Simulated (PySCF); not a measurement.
A calculated (BLYP, PySCF 2.14, x2c-QZVPPall, the spin-free X2C one-electron Hamiltonian (Gaussian nucleus)) atom or ion has these occupied shells.

```csv
shell,electrons,orbital energy (eV),"rms radius, mean of both spins (bohr)"
1s α,1,-65097.9,0.0215
1s β,1,-65097.9,0.0215
2s α,1,-11146.9,0.0869
2s β,1,-11146.9,0.0869
2p α,3,-9820.9,0.0788
2p β,3,-9820.8,0.0788
3s α,1,-2553.6,0.223
3s β,1,-2553.6,0.223
3p α,3,-2155.3,0.224
3p β,3,-2155.3,0.224
3d α,5,-1669.4,0.205
3d β,5,-1669.3,0.205
4s α,1,-527.84,0.498
4s β,1,-527.79,0.498
4p α,3,-396.47,0.530
4p β,3,-396.42,0.530
4d α,5,-223.19,0.577
4d β,5,-223.14,0.577
5s α,1,-84.007,1.20
5s β,1,-83.525,1.20
5p α,3,-52.789,1.42
5p β,3,-52.126,1.42
4f α,7,-33.960,0.768
4f β,7,-33.817,0.768
6s α,1,-18.924,2.94
5d α,1,-18.844,2.24
```

(1) Name the element and its charge.

## Answers

(1) Hf²⁺ (hafnium, charge +2), in [Xe] 4f14 5d1 6s1, high-spin 3D determinant (an excited configuration).
